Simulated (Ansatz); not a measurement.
C₆H₁₆Si⁺, that is SiEt2Me2 with one electron fewer, relaxed as a doublet with UKS B3LYP-D4/def2-SVP in Ansatz, starting from the B3LYP-D4/def2-SVP geometry of the neutral singlet. Force threshold 0.02 eV/Å.

Start:

Cartesian coordinates in Å:
```
Si 0.0344 -0.4214 0.0404
C -1.3677 -0.3348 1.3156
C -2.4264 0.7463 1.0536
H -0.9123 -0.1849 2.3121
H -1.8470 -1.3306 1.3577
H -3.2197 0.7447 1.8201
H -1.9830 1.7560 1.0478
H -2.9187 0.6039 0.0769
C 0.9517 1.2400 -0.0027
C 2.1830 1.2792 -0.9199
H 1.2439 1.4948 1.0332
H 0.2313 2.0213 -0.3070
H 2.6683 2.2698 -0.9212
H 2.9443 0.5450 -0.6074
H 1.9190 1.0460 -1.9653
C -0.6814 -0.7900 -1.6712
H -1.2610 -1.7286 -1.6648
H 0.1166 -0.8966 -2.4248
H -1.3529 0.0172 -2.0082
C 1.2309 -1.8003 0.5308
H 1.6987 -1.5932 1.5082
H 2.0387 -1.9145 -0.2110
H 0.7093 -2.7692 0.6072
```

(1) Estimate the energy that the relaxation releases and the steps that it takes.

(2) Does the start keep its bonding and symmetry?

(3) Predict the relaxed structure.

Results:

(1) 71.6 kJ/mol, in 27 steps; 5.8 min on 4 threads of Intel Xeon on a shared host. No frequencies were taken in this run, so the end may be a saddle point.

(2) By distances, no bond broke or formed. The bond that changes most is Si1–C9, from 1.90 to 2.32 Å (atoms count from 1).

(3) 
Cartesian coordinates in Å:
```
Si -0.0933 -0.6878 0.0457
C -1.3744 -0.2897 1.3432
C -2.4197 0.7826 1.0145
H -0.8639 -0.0878 2.3005
H -1.8677 -1.2760 1.4874
H -3.1795 0.8342 1.8084
H -1.9700 1.7853 0.9377
H -2.9460 0.5726 0.0709
C 1.0282 1.3404 0.0299
C 2.1520 1.2975 -0.9305
H 1.2560 1.3260 1.1049
H 0.1226 1.9008 -0.2435
H 2.6328 2.3040 -0.9021
H 2.9398 0.5816 -0.6533
H 1.8352 1.1449 -1.9728
C -0.6682 -0.7883 -1.7167
H -1.3088 -1.6868 -1.8020
H 0.1654 -0.9107 -2.4241
H -1.2782 0.0778 -2.0148
C 1.2628 -1.8514 0.5497
H 1.7027 -1.5900 1.5242
H 2.0587 -1.9213 -0.2066
H 0.8135 -2.8579 0.6493
```
Bond lengths: 3 × C–Si 1.86 to 1.87 Å; 2 × C–C 1.48 to 1.53 Å; 16 × C–H 1.10 to 1.12 Å.
